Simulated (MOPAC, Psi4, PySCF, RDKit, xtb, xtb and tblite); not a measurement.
Relaxed torsion scan: SMILES O=Cc1cccc(C(=O)O)c1. Scanned: dihedral C6–C7–C8–O9; all other coordinates were relaxed at GFN2-xTB. Points at φ and −φ are mirror images.

Geometry of the scan point at 165° (Å):
```
17

O      3.5863    -0.3052     1.1307
C      2.5032    -0.7916     0.9355
C      1.3328    -0.0677     0.4142
C      1.4361     1.2909     0.1053
C      0.3446     1.9797    -0.3891
C     -0.8622     1.3267    -0.5766
C     -0.9770    -0.0271    -0.2660
C     -2.2441    -0.7679    -0.4793
O     -2.3390    -1.9688    -0.4795
O     -3.2964     0.0348    -0.6922
C      0.1226    -0.7243     0.2214
H      2.3070    -1.8614     1.1438
H      2.3857     1.7814     0.2601
H      0.4313     3.0281    -0.6315
H     -1.7200     1.8555    -0.9620
H     -4.0942    -0.4985    -0.8344
H      0.0176    -1.7759     0.4460
```

GFN2-xTB (xtb and tblite); MMFF94 // GFN2-xTB (RDKit); PBE/def2-SVP // GFN2-xTB (Psi4); PBE-D3(BJ)/def2-SVP // GFN2-xTB (Psi4); UFF // GFN2-xTB (RDKit); PM3, restricted, heats of formation // GFN2-xTB (MOPAC); AM1, restricted, heats of formation // GFN2-xTB (MOPAC); GFN1-xTB // GFN2-xTB (xtb); RKS-B3LYP/6-31G* = restricted B3LYP/6-31G*, spherical d, density fitting // GFN2-xTB in PySCF; RHF/LANL2DZ = PySCF with restricted Hartree-Fock/LANL2DZ, density fitting // GFN2-xTB; RMP2/6-31G* = restricted MP2 (frozen core)/6-31G*, spherical d // GFN2-xTB run with PySCF; RHF/3-21G = restricted Hartree-Fock/3-21G, density fitting // GFN2-xTB (PySCF).

Least-squares fit of E(φ) = a0 + Σ (a_n cos nφ + b_n sin nφ), n = 1 to 4, to the 24 scan points, in kJ/mol above the lowest point of each profile (levels whose profile four harmonics don't fit are not listed):

| method | a0 | a1 | b1 | a2 | b2 | a3 | b3 | a4 | b4 | rms of fit |
|---|---|---|---|---|---|---|---|---|---|---|
| GFN2-xTB | 7.56 | 0.12 | 0.00 | -8.25 | 0.00 | -0.12 | 0.00 | 0.68 | 0.00 | 0.02 |
| MMFF94 | 11.93 | 0.44 | 0.00 | -12.72 | 0.00 | 0.01 | 0.00 | 1.29 | 0.00 | 0.07 |
| PBE/def2-SVP | 15.63 | 0.40 | 0.00 | -16.60 | 0.00 | -0.44 | 0.00 | 1.17 | 0.00 | 0.15 |
| PBE-D3(BJ)/def2-SVP | 15.73 | 0.39 | 0.00 | -16.71 | 0.00 | -0.43 | 0.00 | 1.20 | 0.00 | 0.15 |
| UFF | 14.26 | 1.05 | 0.00 | -16.02 | 0.00 | -0.84 | 0.00 | 2.21 | 0.00 | 0.16 |
| PM3 | 0.88 | 0.09 | 0.00 | -1.05 | 0.00 | 0.05 | 0.00 | 0.31 | 0.00 | 0.09 |
| AM1 | 6.76 | 0.07 | 0.00 | -7.08 | 0.00 | -0.01 | 0.00 | 0.33 | 0.00 | 0.04 |
| GFN1-xTB | 9.92 | 0.25 | 0.00 | -10.63 | 0.00 | -0.17 | 0.00 | 0.74 | 0.00 | 0.03 |
| RKS-B3LYP/6-31G* | 15.61 | 0.40 | 0.00 | -16.75 | 0.00 | -0.39 | 0.00 | 1.31 | 0.00 | 0.13 |
| RHF/LANL2DZ | 20.62 | 0.55 | 0.00 | -21.88 | 0.00 | -0.38 | 0.00 | 1.53 | 0.00 | 0.10 |
| RMP2/6-31G* | 12.42 | 0.34 | 0.00 | -13.95 | 0.00 | -0.34 | 0.00 | 1.69 | 0.00 | 0.12 |
| RHF/3-21G | 27.50 | 0.64 | 0.00 | -28.99 | 0.00 | -0.54 | 0.00 | 1.91 | 0.00 | 0.31 |
